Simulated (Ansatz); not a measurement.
Relaxation of [Cu(NH3)3]+ (CuN3H9⁺) with RKS PBE-D4/def2-SVP.

```sh
$ ansatz run in.yaml --threads 4 --pin off --events-out ev --progress --plain --max-ram 3916MiB
```

```yaml
crystal:
  periodic: [false, false, false]
  atoms:
    - {symbol: Cu, position_ang: [-0.004390, -0.002650, -0.003590]}
    - {symbol: N, position_ang: [2.040450, -0.001730, -0.013020]}
    - {symbol: H, position_ang: [2.410700, -0.945320, -0.070150]}
    - {symbol: H, position_ang: [2.400430, 0.424340, 0.835590]}
    - {symbol: H, position_ang: [2.397430, 0.522290, -0.805930]}
    - {symbol: N, position_ang: [-1.015120, 1.774380, -0.002560]}
    - {symbol: H, position_ang: [-1.549320, 1.881140, 0.854400]}
    - {symbol: H, position_ang: [-1.660330, 1.822600, -0.785110]}
    - {symbol: H, position_ang: [-0.378690, 2.562080, -0.074120]}
    - {symbol: N, position_ang: [-1.025780, -1.772760, 0.013380]}
    - {symbol: H, position_ang: [-2.028900, -1.622280, -0.029120]}
    - {symbol: H, position_ang: [-0.823720, -2.293910, 0.861150]}
    - {symbol: H, position_ang: [-0.762750, -2.348200, -0.780930]}
basis:
  gaussian: {orbitals: def2-SVP}
total_charge: 1
hamiltonian: {xc: pbe, dispersion: d4}
scf: {lower_state_search: "off"}
output: {orbitals: {seedname: orbitals}}
relax: {f_tol: 0.02, max_steps: 100}
```

Run time 4 s (4 threads of Arm Neoverse V1 on a shared host).

Positions (Å) and forces (eV/Å) at steps 1, 2, 4 of 4:

```xyz
13
step=1 energy=-49232.2439 eV
Cu   -0.004   -0.003   -0.004   -0.009   -0.005    0.003
N     2.040   -0.002   -0.013   -1.033   -0.074    0.002
H     2.411   -0.945   -0.070    0.367   -0.458   -0.027
H     2.400    0.424    0.836    0.363    0.235    0.426
H     2.397    0.522   -0.806    0.363    0.287   -0.402
N    -1.015    1.774   -0.003    0.572   -0.867   -0.013
H    -1.549    1.881    0.854   -0.377    0.200    0.434
H    -1.660    1.823   -0.785   -0.433    0.171   -0.391
H    -0.379    2.562   -0.074    0.219    0.547   -0.032
N    -1.026   -1.773    0.013    0.461    0.932   -0.022
H    -2.029   -1.622   -0.029   -0.582   -0.086   -0.017
H    -0.824   -2.294    0.861    0.030   -0.429    0.432
H    -0.763   -2.348   -0.781    0.059   -0.453   -0.395
13
step=2 energy=-49232.2999 eV
Cu   -0.004   -0.003   -0.004   -0.005   -0.003    0.001
N     2.043   -0.004   -0.013   -0.526   -0.039    0.001
H     2.437   -0.950   -0.067    0.177   -0.110   -0.006
H     2.421    0.429    0.836    0.175    0.066    0.105
H     2.418    0.521   -0.810    0.175    0.077   -0.100
N    -1.015    1.778   -0.003    0.294   -0.439   -0.006
H    -1.564    1.895    0.855   -0.142    0.119    0.108
H    -1.670    1.840   -0.789   -0.155    0.112   -0.097
H    -0.389    2.587   -0.070    0.008    0.208   -0.006
N    -1.029   -1.773    0.013    0.233    0.475   -0.009
H    -2.045   -1.642   -0.025   -0.184   -0.098   -0.002
H    -0.829   -2.313    0.862   -0.029   -0.182    0.108
H    -0.774   -2.365   -0.785   -0.022   -0.188   -0.097
13
step=4 energy=-49232.3209 eV
Cu   -0.004   -0.003   -0.003   -0.003   -0.002    0.001
N     2.037   -0.008   -0.013    0.004   -0.001    0.000
H     2.465   -0.945   -0.050    0.000    0.002    0.000
H     2.443    0.442    0.822   -0.001    0.000   -0.002
H     2.438    0.503   -0.814   -0.001   -0.001    0.001
N    -1.009    1.774   -0.003   -0.001    0.002    0.000
H    -1.586    1.907    0.842    0.001   -0.001   -0.002
H    -1.665    1.866   -0.793    0.001    0.000    0.001
H    -0.407    2.610   -0.053   -0.001   -0.001    0.000
N    -1.029   -1.766    0.013   -0.001    0.001    0.000
H    -2.055   -1.668   -0.009    0.002    0.000    0.000
H    -0.830   -2.337    0.849    0.000    0.001   -0.002
H    -0.798   -2.373   -0.788   -0.001    0.001    0.002
```

The relaxation made no stability test and no search for a lower SCF solution.
